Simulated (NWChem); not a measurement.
GeS, singlet; SMILES [S]=[Ge]

```xyz
2

Ge     0.0000     0.0000    -0.6811
S      0.0000     0.0000     1.3622
```
Atoms are numbered in this order, from 1.

Program: NWChem. Pople sets run with spherical d functions. Low-valent species are run as closed-shell singlets; no triplet was tried in these runs. Geometry: optimised at PBE-D3(BJ)/def2-SVP.

For level Hartree-Fock/6-311G**:

```yaml
dipole (D): 3.29
```

Task: What are these values for level Hartree-Fock/3-21G?

Result: 
| Item | Value |
|---|---|
| dipole (D) | 3.81 |
